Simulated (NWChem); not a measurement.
Species: LaF$_{3}$; SMILES [F][La]([F])[F]

def2 effective core potentials on La; no spin-orbit coupling.

Problem. Give the equilibrium geometry at PBE0/def2-SVP with def2 effective core potentials on La (NWChem) as an XYZ file, with the point group.

Solution. point group C3v; any orientation.
```
4

La     0.0000     0.0000     0.1933
F     -2.0790    -0.0214    -0.3062
F      1.0210     1.8111    -0.3062
F      1.0581    -1.7897    -0.3062
```
